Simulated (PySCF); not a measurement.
## Dipole response of F⁺ (fluorine, charge +1)

[He] 2s2 2p4, high-spin 3P determinant. Computed with PySCF 2.14 in aug-cc-pVQZ with one added diffuse shell each of s, p, d, f, g type (7s6p5d4f3g, 105 functions), with the non-relativistic Hamiltonian (point nucleus). Coupled (time-dependent) response in atomic units; α is the mean over directions.

| method | mean α (bohr³) | α xx, yy, zz | C₆ (like pair) | S(−4) |
| --- | --- | --- | --- | --- |
| UHF | 1.724 | 1.798, 1.576, 1.798 | 3.141 | 1.272 |
| PBE | 1.891 | 1.936, 1.799, 1.936 | 3.544 | 1.568 |
| PBE0 | 1.829 | 1.883, 1.720, 1.883 | 3.398 | 1.444 |
| TPSS | 1.856 | 1.904, 1.762, 1.904 | 3.492 | 1.458 |
| wB97X-V | 1.847 | 1.893, 1.753, 1.893 | 3.453 | 1.450 |

S(−4) is the Cauchy moment in α(ω) = α(0) + S(−4) ω² + …

α(iu) at wB97X-V:

```csv
u (hartree),α(iu) (bohr³)
0,1.847
0.0500,1.843
0.100,1.832
0.200,1.791
0.300,1.729
0.500,1.565
0.750,1.343
1.00,1.141
1.50,0.8279
2.00,0.6176
3.00,0.3744
5.00,0.1763
```

A single London oscillator, α(iu) = α/(1 + u²/ω²), gives C₆ = (3/4) ω α². Matching the computed C₆ needs ω = 4 × 3.453 / (3 × 1.847²) = 1.35 hartree.

For an ion, C₆ is the dispersion term alone; charge-induced terms of lower order in 1/R come first.

The components differ because the open shell of this determinant is not spherical; for a pure term their mean is the scalar polarisability.
